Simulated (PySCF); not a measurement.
C₂H₇BeNSe, SMILES C[N](C)[Be][SeH].

The structure is a stationary point at PBE-D3(BJ)/def2-SVP. The structure was generated by enumeration; whether it is a known compound was not checked. The values are those of a single conformer.

Calculation: PBE-D3(BJ)/def2-SVP in PySCF.

Frequencies are harmonic and unscaled.

### Question
List the normal modes with their intensities. (The exact figures need the calculation; the answer reports its results.)

### Answer

| mode | ν (cm⁻¹) | IR (km/mol) | moving atoms (share of kinetic energy) |
|---|---|---|---|
| 1 | 84 | 0.2 | C 43 %, H 23 %, Be 16 %, N 11 % |
| 2 | 130 | 0.2 | H 39 %, Be 33 %, N 18 % |
| 3 | 197 | 5.7 | H 96 % |
| 4 | 240 | 1.4 | H 64 %, Be 20 %, C 8 % |
| 5 | 240 | 0.1 | H 98 % |
| 6 | 247 | 0.6 | C 37 %, H 28 %, Se 26 % |
| 7 | 338 | 23.5 | N 46 %, H 32 %, Be 20 % |
| 8 | 376 | 11.8 | Be 77 %, C 10 % |
| 9 | 434 | 1.5 | H 32 %, C 30 %, N 24 % |
| 10 | 589 | 2.3 | H 81 %, Be 15 % |
| 11 | 913 | 0.7 | C 47 %, Be 22 %, H 18 %, N 12 % |
| 12 | 1049 | 2.4 | H 73 %, C 25 % |
| 13 | 1065 | 0.0 | H 80 %, C 20 % |
| 14 | 1112 | 115.0 | H 50 %, Be 29 %, C 21 % |
| 15 | 1125 | 0.6 | H 68 %, C 20 %, N 12 % |
| 16 | 1188 | 57.2 | N 58 %, C 33 %, H 9 % |
| 17 | 1365 | 198.3 | H 34 %, N 29 %, Be 24 %, C 13 % |
| 18 | 1378 | 1.8 | H 87 %, C 13 % |
| 19 | 1395 | 0.0 | H 97 % |
| 20 | 1403 | 9.7 | H 97 % |
| 21 | 1406 | 5.4 | H 83 %, C 16 % |
| 22 | 1426 | 17.1 | H 96 % |
| 23 | 1471 | 59.3 | H 72 %, N 19 %, Be 10 % |
| 24 | 2347 | 8.7 | H 99 % |
| 25 | 2895 | 58.8 | H 97 % |
| 26 | 2900 | 148.6 | H 97 % |
| 27 | 2946 | 88.2 | H 91 %, C 9 % |
| 28 | 2956 | 0.0 | H 90 %, C 10 % |
| 29 | 3039 | 13.2 | H 91 %, C 9 % |
| 30 | 3039 | 28.2 | H 91 %, C 9 % |
